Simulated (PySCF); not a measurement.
C2H6FNOSi, SMILES N[SiH2]O/C=C/F. Atoms are numbered in the order given.

```xyz
12

N      2.5150     0.0790     0.3997
Si     1.4059    -1.0905    -0.1777
O     -0.2011    -0.7550     0.2125
C     -0.7893     0.4485     0.0509
C     -2.1099     0.5747    -0.0794
F     -2.6743     1.7782    -0.2014
H      2.7121     0.2258     1.3819
H      2.8573     0.8345    -0.1797
H      1.6179    -2.4127     0.4594
H      1.5607    -1.1149    -1.6596
H     -0.1504     1.3415     0.0590
H     -2.8127    -0.2620    -0.0882
```
Charge 0, spin multiplicity 1.

Geometry optimised at PBE0-D3(BJ)/def2-SVP. The structure was generated by enumeration; whether it is a known compound was not checked. Other conformers were not sampled.

Method: SMD-ωB97X/6-31G* (PySCF).

Solvation free energies are E(SMD) − E(gas) at the gas-phase geometry, for 1 M in both phases. In vacuum the dipole moment is 2.41 D.

Q: Estimate the solvation free energies in water, n-hexane, chlorobenzene. (Estimate from the structure and the level; the computed values follow.)

A: 
| solvent | ΔG(solv) (kcal/mol) | its non-electrostatic (CDS) part | dipole (D) |
|---|---|---|---|
| water | -1.5 | 5.6 | 2.93 |
| n-hexane | -1.8 | 0.5 | 2.60 |
| chlorobenzene | -3.6 | 1.2 | 2.79 |
